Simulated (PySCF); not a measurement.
HOSi, SMILES [Si]=[OH+] (connectivity only; charge and spin as stated), charge +1, multiplicity 1.

The structure is a stationary point at r2SCAN-D4/def2-TZVPD. The isomer is the one that the SMILES or the coordinates give; other isomers of the formula were not compared.

Lowest vertical singlet excitation by several levels in PySCF, with rough processor times relative to the cheapest run on one machine. Each run also gave further roots (ADC and EOM-CCSD ionised and attached states too); roots are paired by order and the bases differ. EOM-CCSD serves as a yardstick, not as the true value; all levels that ended soundly for this molecule are listed, with differences from unrounded values.

```json
[
 {"level": "TDDFT-PBE/def2-TZVPD", "relative cost": "1"},
 {"level": "EOM-CCSD/aug-cc-pVDZ", "relative cost": "2"},
 {"level": "TDDFT-M06-2X/def2-TZVPD", "relative cost": "9"},
 {"level": "ADC(3)/aug-cc-pVDZ", "relative cost": "20"}
]
```

Computed S1 at each level and its distance from EOM-CCSD:
| level | S1 (eV) | S1 minus EOM-CCSD (eV) |
|---|---|---|
| TDDFT-PBE/def2-TZVPD | 6.88 | -0.89 |
| EOM-CCSD/aug-cc-pVDZ | 7.77 | 0.00 |
| TDDFT-M06-2X/def2-TZVPD | 7.49 | -0.28 |
| ADC(3)/aug-cc-pVDZ | 7.53 | -0.24 |
